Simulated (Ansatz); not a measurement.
Program: Ansatz. Geometries: PBE0-D4/def2-TZVP. ΔE: electronic, gas phase. CCSD(T)/CBS adds triple-zeta CCSD(T) − MP2 to the extrapolated MP2 energy (def2 sets, frozen cores). Functionals use def2-TZVPP. For Se outer-core shells are correlated without core-valence functions, which leaves a few kJ/mol of doubt a bond. Scalar relativity is left out up to krypton. One conformer a species, not always the lowest.

`CO[SiH2][SeH]` + `N[SiH2]C(O)(F)F` → `N[SiH2][SiH2][SeH]` + `COC(O)(F)F`  (formal exchange of groups at the Si–O bond)

`CO[SiH2][SeH]`:

Cartesian coordinates in Å:
```
C -1.431 0.871 0.280
O -0.074 0.553 0.499
Si 0.791 -0.372 -0.541
Se 2.793 -0.892 0.373
H -1.546 1.572 -0.555
H -2.028 -0.024 0.069
H -1.820 1.342 1.184
H 0.012 -1.598 -0.861
H 1.116 0.360 -1.793
H 2.188 -1.812 1.346
```

`N[SiH2]C(O)(F)F`:

```xyz
11

N     0.038   -0.267    1.920
Si   -0.554   -0.734    0.390
C     0.234    0.228   -1.090
O    -0.004    1.558   -1.003
F    -0.238   -0.253   -2.286
F     1.589    0.006   -1.152
H     0.959   -0.547    2.214
H    -0.213    0.628    2.309
H    -0.218   -2.155    0.143
H    -2.008   -0.464    0.310
H     0.414    2.001   -1.755
```

`N[SiH2][SiH2][SeH]`:

```xyz
11

N     0.008    0.892   -1.609
Si    0.299    1.119    0.069
Si    0.577   -1.034    0.935
Se   -1.154   -2.310    0.124
H    -0.055    1.675   -2.238
H    -0.597    0.137   -1.893
H    -0.801    1.773    0.848
H     1.506    1.973    0.240
H     0.614   -1.078    2.422
H     1.784   -1.719    0.403
H    -2.180   -1.429    0.699
```

`COC(O)(F)F`:

```xyz
10

C    -0.813    0.438   -1.064
O    -0.507    0.288    0.318
C     0.692   -0.272    0.600
O     0.851   -0.386    1.931
F     0.802   -1.486   -0.009
F     1.716    0.453    0.115
H    -0.061    1.054   -1.560
H    -1.777    0.940   -1.101
H    -0.883   -0.534   -1.555
H    -0.021   -0.495    2.325
```

| level | ΔE (kcal/mol) |
| --- | --- |
| PBE-D4 | 15.9 |
| HF/def2-TZVPP | 20.3 |

Question: What does CCSD(T)/CBS give? (Estimate.)

Answer: The calculation gave: +20.3 kcal/mol. The listed levels differ from it by -4.4, 0.0 kcal/mol.

Largest T1 diagnostic among the species: 0.012.

The D4 term adds −0.9 kcal/mol with B3LYP and −0.5 kcal/mol with PBE0; it sums over pairs of atoms, weighted by their polarisabilities, and B3LYP, whose exchange is more repulsive, gets the larger term. From PBE to PBE0 (25 % exact exchange), in def2-TZVPP and without D4, ΔE moves by −0.8 kcal/mol.

B3LYP here is the variant with VWN-RPA as its local correlation; programs differ in this.
